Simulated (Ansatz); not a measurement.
Harmonic vibrations of Cl9GeHSi3, SMILES `Cl[Si](Cl)(Cl)[GeH]([Si](Cl)(Cl)Cl)[Si](Cl)(Cl)Cl` by finite differences.

```yaml
crystal:
  periodic: [false, false, false]
  atoms:
    - {symbol: Cl, position_ang: [-2.296015, -0.524311, 2.819553]}
    - {symbol: Si, position_ang: [-0.491414, -0.950104, 1.977407]}
    - {symbol: Cl, position_ang: [0.954445, 0.094832, 2.954732]}
    - {symbol: Cl, position_ang: [-0.125096, -2.941531, 2.193914]}
    - {symbol: Ge, position_ang: [-0.507270, -0.365954, -0.324910]}
    - {symbol: Si, position_ang: [-0.938483, 1.958010, -0.560863]}
    - {symbol: Cl, position_ang: [-0.966742, 2.468921, -2.531952]}
    - {symbol: Cl, position_ang: [-2.744231, 2.421453, 0.258617]}
    - {symbol: Cl, position_ang: [0.507037, 3.038103, 0.377893]}
    - {symbol: Si, position_ang: [1.589210, -0.898698, -1.306129]}
    - {symbol: Cl, position_ang: [1.578309, -0.419901, -3.285440]}
    - {symbol: Cl, position_ang: [1.964680, -2.891539, -1.120290]}
    - {symbol: Cl, position_ang: [3.076158, 0.139995, -0.385429]}
    - {symbol: H, position_ang: [-1.613588, -1.158375, -1.038301]}
basis:
  gaussian: {orbitals: def2-TZVP}
hamiltonian: {xc: pbe0, dispersion: d4}
phonons: {temperatures: {t_min: 298.15, t_max: 900, t_step: 200}}
```

```sh
$ ansatz run in.yaml --threads 11 --pin off --events-out ev --progress --plain --max-ram 174080MiB --backend cuda --devices 0, --max-vram 75GiB
```

It prints (some lines left out):

```
Functional definition: PBE0
mean field -192836.00425408 eV, -7086.5924473990 hartree, gradient 5.9e-5 eV, S^2 0.000000; 0 other end points of the search recorded, 0 dependent functions left out
mean field -192836.00414224 eV, -7086.5924432891 hartree, gradient 1.4e-6 eV, S^2 0.000000; 0 other end points of the search recorded, 0 dependent functions left out
mean field -192836.00427146 eV, -7086.5924480378 hartree, gradient 1.7e-6 eV, S^2 0.000000; 0 other end points of the search recorded, 0 dependent functions left out
mean field -192836.00421592 eV, -7086.5924459966 hartree, gradient 2.7e-6 eV, S^2 0.000000; 0 other end points of the search recorded, 0 dependent functions left out
mean field -192836.00427736 eV, -7086.5924482547 hartree, gradient 2.4e-6 eV, S^2 0.000000; 0 other end points of the search recorded, 0 dependent functions left out
mean field -192836.00432099 eV, -7086.5924498581 hartree, gradient 2.9e-6 eV, S^2 0.000000; 0 other end points of the search recorded, 0 dependent functions left out
mean field -192836.00416011 eV, -7086.5924439458 hartree, gradient 2.5e-6 eV, S^2 0.000000; 0 other end points of the search recorded, 0 dependent functions left out
mean field -192836.00413842 eV, -7086.5924431489 hartree, gradient 9.5e-7 eV, S^2 0.000000; 0 other end points of the search recorded, 0 dependent functions left out
mean field -192836.00421342 eV, -7086.5924459049 hartree, gradient 8.5e-7 eV, S^2 0.000000; 0 other end points of the search recorded, 0 dependent functions left out
mean field -192836.00412707 eV, -7086.5924427315 hartree, gradient 9.3e-7 eV, S^2 0.000000; 0 other end points of the search recorded, 0 dependent functions left out
mean field -192836.00422619 eV, -7086.5924463744 hartree, gradient 8.7e-7 eV, S^2 0.000000; 0 other end points of the search recorded, 0 dependent functions left out
mean field -192836.00424917 eV, -7086.5924472186 hartree, gradient 3.0e-6 eV, S^2 0.000000; 0 other end points of the search recorded, 0 dependent functions left out
mean field -192836.00412432 eV, -7086.5924426305 hartree, gradient 2.9e-6 eV, S^2 0.000000; 0 other end points of the search recorded, 0 dependent functions left out
mean field -192836.00425957 eV, -7086.5924476010 hartree, gradient 1.5e-6 eV, S^2 0.000000; 0 other end points of the search recorded, 0 dependent functions left out
mean field -192836.00418345 eV, -7086.5924448037 hartree, gradient 1.3e-6 eV, S^2 0.000000; 0 other end points of the search recorded, 0 dependent functions left out
mean field -192836.00423230 eV, -7086.5924465988 hartree, gradient 1.3e-6 eV, S^2 0.000000; 0 other end points of the search recorded, 0 dependent functions left out
mean field -192836.00423695 eV, -7086.5924467696 hartree, gradient 2.7e-6 eV, S^2 0.000000; 0 other end points of the search recorded, 0 dependent functions left out
mean field -192836.00436915 eV, -7086.5924516279 hartree, gradient 1.3e-6 eV, S^2 0.000000; 0 other end points of the search recorded, 0 dependent functions left out
mean field -192836.00410464 eV, -7086.5924419073 hartree, gradient 2.7e-6 eV, S^2 0.000000; 0 other end points of the search recorded, 0 dependent functions left out
mean field -192836.00422597 eV, -7086.5924463662 hartree, gradient 2.6e-6 eV, S^2 0.000000; 0 other end points of the search recorded, 0 dependent functions left out
mean field -192836.00426868 eV, -7086.5924479357 hartree, gradient 2.4e-6 eV, S^2 0.000000; 0 other end points of the search recorded, 0 dependent functions left out
mean field -192836.00411504 eV, -7086.5924422894 hartree, gradient 1.6e-6 eV, S^2 0.000000; 0 other end points of the search recorded, 0 dependent functions left out
mean field -192836.00428026 eV, -7086.5924483611 hartree, gradient 1.9e-6 eV, S^2 0.000000; 0 other end points of the search recorded, 0 dependent functions left out
mean field -192836.00431624 eV, -7086.5924496834 hartree, gradient 2.3e-6 eV, S^2 0.000000; 0 other end points of the search recorded, 0 dependent functions left out
mean field -192836.00418183 eV, -7086.5924447441 hartree, gradient 2.4e-6 eV, S^2 0.000000; 0 other end points of the search recorded, 0 dependent functions left out
mean field -192836.00419471 eV, -7086.5924452174 hartree, gradient 1.3e-6 eV, S^2 0.000000; 0 other end points of the search recorded, 0 dependent functions left out
mean field -192836.00418757 eV, -7086.5924449551 hartree, gradient 1.3e-6 eV, S^2 0.000000; 0 other end points of the search recorded, 0 dependent functions left out
mean field -192836.00419887 eV, -7086.5924453704 hartree, gradient 1.3e-6 eV, S^2 0.000000; 0 other end points of the search recorded, 0 dependent functions left out
mean field -192836.00419390 eV, -7086.5924451877 hartree, gradient 1.3e-6 eV, S^2 0.000000; 0 other end points of the search recorded, 0 dependent functions left out
mean field -192836.00419815 eV, -7086.5924453437 hartree, gradient 1.3e-6 eV, S^2 0.000000; 0 other end points of the search recorded, 0 dependent functions left out
mean field -192836.00419665 eV, -7086.5924452887 hartree, gradient 1.3e-6 eV, S^2 0.000000; 0 other end points of the search recorded, 0 dependent functions left out
mean field -192836.00412169 eV, -7086.5924425338 hartree, gradient 9.4e-7 eV, S^2 0.000000; 0 other end points of the search recorded, 0 dependent functions left out
mean field -192836.00423050 eV, -7086.5924465327 hartree, gradient 8.8e-7 eV, S^2 0.000000; 0 other end points of the search recorded, 0 dependent functions left out
mean field -192836.00424706 eV, -7086.5924471410 hartree, gradient 2.9e-6 eV, S^2 0.000000; 0 other end points of the search recorded, 0 dependent functions left out
[...]
mean field -192836.00422573 eV, -7086.5924463575 hartree, gradient 2.6e-6 eV, S^2 0.000000; 0 other end points of the search recorded, 0 dependent functions left out
mean field -192836.00422551 eV, -7086.5924463494 hartree, gradient 8.9e-7 eV, S^2 0.000000; 0 other end points of the search recorded, 0 dependent functions left out
mean field -192836.00414444 eV, -7086.5924433701 hartree, gradient 9.4e-7 eV, S^2 0.000000; 0 other end points of the search recorded, 0 dependent functions left out
mean field -192836.00412828 eV, -7086.5924427762 hartree, gradient 9.2e-7 eV, S^2 0.000000; 0 other end points of the search recorded, 0 dependent functions left out
mean field -192836.00422480 eV, -7086.5924463230 hartree, gradient 8.7e-7 eV, S^2 0.000000; 0 other end points of the search recorded, 0 dependent functions left out
mean field -192836.00411586 eV, -7086.5924423197 hartree, gradient 8.7e-7 eV, S^2 0.000000; 0 other end points of the search recorded, 0 dependent functions left out
mean field -192836.00423968 eV, -7086.5924468699 hartree, gradient 9.0e-7 eV, S^2 0.000000; 0 other end points of the search recorded, 0 dependent functions left out
mean field -192836.00429557 eV, -7086.5924489239 hartree, gradient 2.4e-6 eV, S^2 0.000000; 0 other end points of the search recorded, 0 dependent functions left out
mean field -192836.00420372 eV, -7086.5924455484 hartree, gradient 2.4e-6 eV, S^2 0.000000; 0 other end points of the search recorded, 0 dependent functions left out
mean field -192836.00421761 eV, -7086.5924460589 hartree, gradient 2.8e-6 eV, S^2 0.000000; 0 other end points of the search recorded, 0 dependent functions left out
mean field -192836.00427441 eV, -7086.5924481462 hartree, gradient 2.5e-6 eV, S^2 0.000000; 0 other end points of the search recorded, 0 dependent functions left out
mean field -192836.00410597 eV, -7086.5924419562 hartree, gradient 1.5e-6 eV, S^2 0.000000; 0 other end points of the search recorded, 0 dependent functions left out
mean field -192836.00429075 eV, -7086.5924487466 hartree, gradient 1.8e-6 eV, S^2 0.000000; 0 other end points of the search recorded, 0 dependent functions left out
mean field -192836.00430104 eV, -7086.5924491249 hartree, gradient 2.4e-6 eV, S^2 0.000000; 0 other end points of the search recorded, 0 dependent functions left out
mean field -192836.00419471 eV, -7086.5924452173 hartree, gradient 2.5e-6 eV, S^2 0.000000; 0 other end points of the search recorded, 0 dependent functions left out
mean field -192836.00411813 eV, -7086.5924424031 hartree, gradient 1.6e-6 eV, S^2 0.000000; 0 other end points of the search recorded, 0 dependent functions left out
mean field -192836.00427700 eV, -7086.5924482413 hartree, gradient 1.9e-6 eV, S^2 0.000000; 0 other end points of the search recorded, 0 dependent functions left out
mean field -192836.00419938 eV, -7086.5924453891 hartree, gradient 2.5e-6 eV, S^2 0.000000; 0 other end points of the search recorded, 0 dependent functions left out
mean field -192836.00429775 eV, -7086.5924490041 hartree, gradient 2.4e-6 eV, S^2 0.000000; 0 other end points of the search recorded, 0 dependent functions left out
mean field -192836.00435703 eV, -7086.5924511825 hartree, gradient 1.5e-6 eV, S^2 0.000000; 0 other end points of the search recorded, 0 dependent functions left out
mean field -192836.00408368 eV, -7086.5924411371 hartree, gradient 1.3e-6 eV, S^2 0.000000; 0 other end points of the search recorded, 0 dependent functions left out
mean field -192836.00423595 eV, -7086.5924467330 hartree, gradient 1.3e-6 eV, S^2 0.000000; 0 other end points of the search recorded, 0 dependent functions left out
mean field -192836.00423367 eV, -7086.5924466492 hartree, gradient 2.7e-6 eV, S^2 0.000000; 0 other end points of the search recorded, 0 dependent functions left out
mean field -192836.00421650 eV, -7086.5924460181 hartree, gradient 1.2e-6 eV, S^2 0.000000; 0 other end points of the search recorded, 0 dependent functions left out
mean field -192836.00425927 eV, -7086.5924475898 hartree, gradient 2.5e-6 eV, S^2 0.000000; 0 other end points of the search recorded, 0 dependent functions left out
mean field -192836.00419521 eV, -7086.5924452356 hartree, gradient 1.8e-6 eV, S^2 0.000000; 0 other end points of the search recorded, 0 dependent functions left out
mean field -192836.00425425 eV, -7086.5924474056 hartree, gradient 1.4e-6 eV, S^2 0.000000; 0 other end points of the search recorded, 0 dependent functions left out
mean field -192836.00421529 eV, -7086.5924459736 hartree, gradient 1.3e-6 eV, S^2 0.000000; 0 other end points of the search recorded, 0 dependent functions left out
mean field -192836.00425885 eV, -7086.5924475745 hartree, gradient 1.2e-6 eV, S^2 0.000000; 0 other end points of the search recorded, 0 dependent functions left out
mean field -192836.00422062 eV, -7086.5924461695 hartree, gradient 1.3e-6 eV, S^2 0.000000; 0 other end points of the search recorded, 0 dependent functions left out
mean field -192836.00425844 eV, -7086.5924475595 hartree, gradient 1.2e-6 eV, S^2 0.000000; 0 other end points of the search recorded, 0 dependent functions left out
WARN: phonons: modes at or below zero, which the zero-point energy, F, S and C_V leave out: 1, the lowest at -13.90 cm⁻¹. A minimum has none, and a first-order saddle one
Total energy: -192837.04918475 eV, -7086.6308478931 hartree
Atom 0 at    -2.296015    -0.524311     2.819553 Å, force    -0.000329     0.000900     0.000465 eV/Å
Atom 1 at    -0.491414    -0.950104     1.977407 Å, force     0.000535     0.000198     0.000710 eV/Å
Atom 2 at     0.954445     0.094832     2.954732 Å, force     0.000353    -0.000475    -0.000051 eV/Å
Atom 3 at    -0.125096    -2.941531     2.193914 Å, force    -0.000256    -0.000772    -0.000074 eV/Å
Atom 4 at    -0.507270    -0.365954    -0.324910 Å, force     0.001787     0.001254     0.000553 eV/Å
Atom 5 at    -0.938483     1.958010    -0.560863 Å, force     0.000482     0.000610    -0.000244 eV/Å
Atom 6 at    -0.966742     2.468921    -2.531952 Å, force    -0.000398    -0.000025    -0.000664 eV/Å
Atom 7 at    -2.744231     2.421453     0.258617 Å, force    -0.000513     0.000053     0.000864 eV/Å
Atom 8 at     0.507037     3.038103     0.377893 Å, force    -0.000125     0.000316    -0.000334 eV/Å
Atom 9 at     1.589210    -0.898698    -1.306129 Å, force     0.000657    -0.000061     0.000028 eV/Å
Atom 10 at     1.578309    -0.419901    -3.285440 Å, force     0.000302     0.000642    -0.000047 eV/Å
Atom 11 at     1.964680    -2.891539    -1.120290 Å, force     0.000116    -0.000258     0.000101 eV/Å
Atom 12 at     3.076158     0.139995    -0.385429 Å, force     0.000370     0.000006     0.000574 eV/Å
Atom 13 at    -1.613588    -1.158375    -1.038301 Å, force    -0.002982    -0.002387    -0.001880 eV/Å
Dipole moment:    -0.116011    -0.083872    -0.075101 e Å
Vibrations: -13.90 22.10 22.46 46.80 46.99 52.54 80.74 85.87 86.04 109.27 109.31 116.23 158.47 172.34 172.40 175.88 178.59 178.64 202.85 202.90 209.44 317.10 339.07 339.14 519.48 519.59 554.78 572.16 572.33 585.26 604.57 604.61 612.93 625.12 625.32 2149.62 cm⁻¹, zero-point energy 0.742104 eV
```

It took 2.6 min on 11 threads of an AMD EPYC 7R13 on a shared host and a whole NVIDIA H100 80 GB, with 2 GiB of host memory at the peak.
